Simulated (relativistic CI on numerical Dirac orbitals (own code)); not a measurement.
**What each ingredient does to the levels of Au58+**

Base calculation: Dirac-Coulomb-Breit CI, separate exchange-only KLI orbitals for each configuration, model QED, unscaled Slater integrals.

CI space (outside the closed core [Ne]): 3s2.3p6.3d3, 3s2.3p5.3d4, 3s.3p6.3d4, 3s2.3p6.3d2.4s, 3s2.3p6.3d2.4p, 3s2.3p6.3d2.4d, 3s2.3p5.3d3.4s, 3s2.3p6.3d2.4f, 3s2.3p5.3d3.4p, 3s.3p6.3d3.4s, 3p6.3d4.4p, 3p6.3d5, 3p5.3d6, 3p5.3d5.4s, 3p6.3d4.4s, 3p5.3d4.4s2, 3s2.3p6.3d.4s2, 3s2.3p6.4s2.4p, 3s2.3p6.4s2.4d. Double excitations out of closed p, d and f shells are left out; levels of such configurations are missing from the list, as are those of other unlisted configurations, and high levels can miss mixing partners. These lack a partner that the ground configuration has and come out too high: 3s2.3p5.3d3.4p.

Variants: (1) P86 correlation estimate; (2) only the first configuration; (3) only the first 3 configurations. Shifts of the energy above 3s2.3p6.3d3 4F_3/2, in eV, for the lowest level and the first level of each name with at least 55 % of one term (blank where a level changes its place among those of its configuration and J or its character, or is not in the variant):

| Level | Base | Δ(1) | Δ(2) | Δ(3) |
| --- | --- | --- | --- | --- |
| 3s2.3p6.3d3 4F_3/2 | 0.000 | 0.000 | 0.000 | 0.000 |
| 3s2.3p6.3d3 4F_5/2 | 91.023 | 0.000 | -0.113 | -0.068 |
| 3s2.3p6.3d3 4P_1/2 | 104.148 | 0.000 | +0.138 | -0.069 |
| 3s2.3p6.3d3 4F_7/2 | 191.690 | 0.000 | -0.167 | -0.107 |
| 3s2.3p6.3d3 2P_1/2 | 206.557 | 0.000 | +0.110 | -0.092 |
| 3s2.3p6.3d3 2H_11/2 | 207.122 | 0.000 | -0.368 | -0.158 |
| 3s2.3p6.3d3 2F_7/2 | 218.124 | 0.000 | +0.134 | -0.122 |
| 3s2.3p6.3d3 2D_3/2 | 242.100 | 0.000 | +0.165 | +0.086 |
| 3s2.3p5.3d4 2I°_13/2 | 519.794 | +0.435 |  | -0.408 |

At this charge energies of transitions that change n are usually good to better than 1 %, and those within a shell (Δn = 0) to a few per cent.

Ionisation energy from the two ground configurations alone: base 5993.85 eV; P86 correlation estimate 5995.82 eV. The NIST ASD value (theoretical) is 5994 eV.

LS names give the leading component of a level, which can be under half, so a name can repeat, a term be missing and a line seem to break the LS rules.
